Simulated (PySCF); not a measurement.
Shapes and spin states of RuF2

Method: PBE0/[Ru def2-TZVP with ECP28, F def2-TZVP], scalar-relativistic core potentials, density fitting, no spin–orbit coupling, PySCF.

Relaxations began from a few typed shapes and spin states; open shells are unrestricted. The search is not exhaustive: other isomers or separated fragments can lie lower, and high-lying points may rest on an excited occupation.

Order these stationary points by electronic energy, lowest first, in kJ/mol from the lowest minimum.
A. quintet D∞h: Ru–F 1.866 Å (×2); F–Ru–F 180.0°
B. broken-symmetry Ms = 1 (⟨S²⟩ 2.81) D∞h: Ru–F 1.853 Å (×2); F–Ru–F 180.0°
C. singlet (closed shell, unstable to spin polarisation) C2v: Ru–F 1.836 Å (×2); F–Ru–F 146.7°

A (0.0), B (71.5), C (213.7).

Which of them are minima?

By energy in kJ/mol, 0.0: minimum; 71.5: minimum; 213.7: minimum of the closed-shell surface only.

Formally Ru is in oxidation state +2, d6, with 4 unpaired electrons (the high-spin count). The Mulliken spin on Ru is 3.68. The polar-tensor charge on Ru, 1.39, is below the formal one.

For the lowest minimum: other spin states or occupations of the open shell can lie lower.

The electron or spin density has lower symmetry than the nuclear frame for the broken-symmetry Ms = 1 (⟨S²⟩ 2.81) D∞h at 71.5 kJ/mol.
